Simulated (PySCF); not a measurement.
Gas-phase reaction: Ag2 + I2 → 2 AgI, at 2000 K and a standard pressure of 1 bar. Level: CCSD(T)/def2-TZVPP†.

Method: PySCF energies plus ideal-gas RRHO corrections (1 bar). † marks an energy on the PBE0/def2-TZVP geometry and frequencies. CCSD(T) freezes the core. All species are closed-shell singlets. Ag, I: scalar-relativistic def2 core potential, no spin-orbit coupling. CCSD(T) isn't extrapolated to the basis-set limit; its ΔH°(298 K) is -177.5 kJ in def2-SVP and -164.5 kJ in def2-TZVPP. The harmonic model lacks anharmonicity and excited electronic states, which grow with temperature; levels with a mode under 35 cm⁻¹ are left out.

```json
[
 {"species": "Ag2", "E (Ha)": "-293.57272", "H(2000 K) − E (kJ/mol)": "74.9", "S°(2000 K) (J/mol/K)": "328.8"},
 {"species": "I2", "E (Ha)": "-594.28996", "H(2000 K) − E (kJ/mol)": "74.9", "S°(2000 K) (J/mol/K)": "330.9"},
 {"species": "AgI", "E (Ha)": "-443.96267", "H(2000 K) − E (kJ/mol)": "74.9", "S°(2000 K) (J/mol/K)": "335.4"}
]
```
E: electronic energy; H − E holds the zero-point and thermal terms. 1 Ha = 2625.5 kJ/mol.

Question: Work out ΔH°, ΔS°, ΔG° and log10 K from these numbers.

Answer: 1. ΔE = 2×(-443.96267) − 1×(-293.57272) − 1×(-594.28996) = -0.06266 Ha = -164.5 kJ.
2. Δ(H − E) = 2×(74.9) − 1×(74.9) − 1×(74.9) = 0.0 kJ, so ΔH° = -164.5 kJ.
3. ΔS° = 2×(335.4) − 1×(328.8) − 1×(330.9) = 11.1 J/K; the number of gas molecules stays the same.
4. ΔG° = ΔH° − TΔS° = -164.5 − 2000×(11.1)/1000 = -186.7 kJ.
5. log10 K = −ΔG°/(RT ln 10) = 4.88, with RT ln 10 = 38.29 kJ/mol; at standard pressures the products are favoured.
6. A shift of 10 kJ in ΔE would move log10 K by 0.26 here.
For scale, ΔH°(298 K) is -165 kJ at this level, -179 kJ at ωB97M-V/def2-TZVP†, and runs from -238 to -110 kJ over the 18 levels computed.
